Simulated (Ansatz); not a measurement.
Cl₂Cu (SMILES [Cl][Cu][Cl]), doublet (typed; the unrestricted solution is spin-contaminated), at a GFN2-xTB geometry (such geometries of metal compounds can be far from the true shape). Base run: Ansatz (a program for electronic structure) with PBE/STO-3G.

Geometry (Å):
```xyz
3

Cu     0.0000     0.0000     0.0000
Cl     0.0000     0.0000    -2.0349
Cl     0.0000     0.0000     2.0349
```
Charge 0, spin multiplicity 2.
Orbitals are unrestricted.
All else is at Ansatz's defaults.

Variants of this job, named by their change:

```
change               basis functions       E (Eh)  core-seconds (rough)
-------------------  ---------------  -----------  --------------------
base                              36  -2531.41969                    20
basis = pcseg-0                   50  -2555.70510                     8
basis = pc-1                      67  -2560.32324                    10
basis = 6-31G*                    74  -2560.02675                    20
basis = def2-SVPD                 88  -2559.85359                    20
basis = aug-pcseg-1              101  -2560.18455                    20
basis = def2-TZVP                119  -2560.40230                    20
basis = pc-2                     124  -2560.47546                    20
basis = pcseg-2                  124  -2560.47114                    20
basis = def2-TZVPD               140  -2560.40590                    30
basis = cc-pVQZ                  222  -2560.47752                    60
basis = def2-QZVP                224  -2560.48046                    40
basis = def2-QZVPP               240  -2560.48068                    50
```

Totals compare only among sets that treat the same electrons; sets with core potentials leave the core out.
